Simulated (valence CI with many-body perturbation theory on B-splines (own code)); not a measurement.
# Tb²⁶⁺: key properties

Level of theory: configuration interaction combined with many-body perturbation theory (CI+MBPT): three valence electrons over a frozen Dirac-Fock core [Kr], a basis of 7 s, 7 p, 8 d, 6 f, 4 g, 1 h functions for each j, with the one-electron correlation potential Σ1, the two-electron term Σ2, the three-electron term Σ3, Breit, model QED; selected CI, second order for the rest, scaled by the run's own slope (own B-spline code, finite nucleus).

The last digits are not significant, and no measured levels were compared; by estimate large intervals hold to a few tenths of a per cent, small ones and those within an open d or f shell to about a per cent. Only levels of the ground parity were solved; by the run's estimate the other parity begins above the list, which can be wrong where configurations are misplaced.

Levels are named by their leading jj configuration (3d3/2^4 stands for four electrons in 3d with j = 3/2), which in mixed levels can hold well under half, so a name can repeat and another be missing.

Rates and lifetimes use the calculated energies. Strong lines usually hold to 10 to 20 %, long lifetimes can be off by a factor of two.

What is the ground level?

(4d3/2^3) J=3/2, composition 62 % 4d3 4F + 29 % 4d3 2D + 7 % 4d3 2P, g = 0.613.

What is the ionisation energy?

910.2 eV; NIST lists 909 ± 4 eV (theoretical).

How well does LS coupling describe the low levels?

Among the lowest 19 levels the leading LS term, summed over configurations, holds 63 % on average. For single configurations the figures are 63 % in LS and 86 % in jj coupling. Terms mix most in the J = 3/2 level at 146640 cm⁻¹, where the leading one holds 42 %.

Name the longest-lived excited levels whose lifetime is computed, and their main decay.

(4d3/2^2 4d5/2) J=9/2 at 77597 cm⁻¹ lives 644 ms, mostly by M1 to (4d3/2^2 4d5/2) J=7/2.
